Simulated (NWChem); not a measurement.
# C₂H₇FSi; SMILES C[SiH](C)F

Program: NWChem. Medium grid unless said otherwise, to which SCAN and Minnesota functionals are sensitive. Geometry: optimised at PBE0/def2-SVP.

For level M06-2X/def2-SVP:

```
Property                     Result
---------------------------  ------
highest occupied level (eV)  -10.06
orbital gap (eV)              12.42
dipole (D)                     1.93
```

Problem. How do the values read with level PBE/def2-SVP instead?

Solution. The highest occupied level (eV) is -7.36, the orbital gap (eV) is 8.01 and the dipole (D) is 1.81.
